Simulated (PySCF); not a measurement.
## `C=C[Si@H](Cl)C1=C(Cl)CC1`: 4 charge schemes on one density

Species: C₆H₈Cl₂Si.
Z-matrix (Å and degrees, GFN2-xTB geometry), rows numbered from 1:
```
C 
C   1  1.3246
Si  2  1.8869  1  124.47
Cl  3  2.0301  2  108.30  1   144.60
C   3  1.8715  2  110.07  1    28.07
C   5  1.3391  3  135.17  2   -76.82
Cl  6  1.7046  5  133.41  3    -1.93
C   6  1.4971  5   96.47  3   178.17
C   5  1.5212  3  133.28  2   100.74
H   1  1.0792  2  122.39  3   179.69
H   1  1.0779  2  121.65  3    -0.22
H   2  1.0841  1  118.26  3  -179.77
H   3  1.4645  2  111.83  1   -96.19
H   8  1.0887  6  115.19  5  -115.39
H   8  1.0883  6  115.45  5   115.59
H   9  1.0873  5  114.59  3   -62.16
H   9  1.0873  5  114.33  3    65.55
```

Density: PBE0/pcSseg-1 (PySCF); schemes: Mulliken, IAO, Hirshfeld and ESP-fitted. Isolated species at its GFN2-xTB geometry (one conformer only).

What partial charge does each atom carry?

In e:

| atom | environment | Mulliken | IAO | Hirshfeld | ESP-fitted |
| --- | --- | --- | --- | --- | --- |
| C1 | terminal =CH2 carbon | -0.151 | -0.265 | -0.077 | -0.362 |
| C2 | alkene CH carbon | -0.492 | -0.436 | -0.144 | -0.159 |
| Si3 | chlorine-bound silicon | +0.946 | +0.930 | +0.356 | +0.213 |
| Cl4 | silicon-bound chlorine | -0.333 | -0.319 | -0.126 | -0.175 |
| C5 | fully substituted alkene carbon | -0.375 | -0.319 | -0.113 | +0.048 |
| C6 | vinylic C–Cl carbon | -0.158 | -0.015 | +0.017 | -0.050 |
| Cl7 | vinyl chlorine | -0.092 | -0.008 | -0.018 | -0.060 |
| C8 | allylic carbon | -0.103 | -0.266 | -0.071 | -0.146 |
| C9 | allylic carbon | -0.140 | -0.240 | -0.065 | -0.160 |
| H10 | vinylic hydrogen | +0.124 | +0.154 | +0.053 | +0.170 |
| H11 | vinylic hydrogen | +0.130 | +0.148 | +0.035 | +0.175 |
| H12 | vinylic hydrogen | +0.137 | +0.158 | +0.043 | +0.144 |
| H13 | Si–H hydrogen | -0.060 | -0.122 | -0.074 | -0.021 |
| H14 | methylene hydrogen | +0.142 | +0.151 | +0.048 | +0.103 |
| H15 | methylene hydrogen | +0.143 | +0.152 | +0.049 | +0.103 |
| H16 | methylene hydrogen | +0.140 | +0.147 | +0.045 | +0.092 |
| H17 | methylene hydrogen | +0.142 | +0.149 | +0.044 | +0.085 |

Mean size of the charges over all atoms: IAO 0.234 e, Mulliken 0.224 e, ESP-fitted 0.133 e, Hirshfeld 0.081 e. Each set sums to the total charge, 0, to within 0.001 e. The ESP scheme fits charges at the nuclei, held to the total charge, to the electrostatic potential on points at 1.4 to 2.0 times the van der Waals radii. The Hirshfeld scheme weights the molecular density at each point by an atom's share of the summed free-atom densities.

Lowest charge. The schemes don't all agree: Mulliken C2 (-0.492); IAO C2 (-0.436); Hirshfeld C2 (-0.144); ESP-fitted C1 (-0.362).

Highest charge. All schemes agree: Mulliken Si3 (+0.946); IAO Si3 (+0.930); Hirshfeld Si3 (+0.356); ESP-fitted Si3 (+0.213).

How closely do the schemes follow one another over all atoms?

Correlation coefficient and root-mean-square difference: IAO with Hirshfeld 0.99, 0.200 e; Mulliken with IAO 0.97, 0.073 e; Mulliken with Hirshfeld 0.97, 0.201 e; IAO with ESP-fitted 0.76, 0.218 e; Hirshfeld with ESP-fitted 0.70, 0.110 e; Mulliken with ESP-fitted 0.67, 0.233 e.

How many electrons does the ESP-fitted scheme count on C6?

Z − q = 6 − (-0.050) = 6.050.

These values come from a run that also computed NMR shieldings. Hardware: one thread of an Intel Xeon at 2.50 GHz, shared host with 64 logical CPUs at a one-minute load of 53. Cost: 1.9 min wall, 1.7 min CPU, 0.87 GiB resident at most.
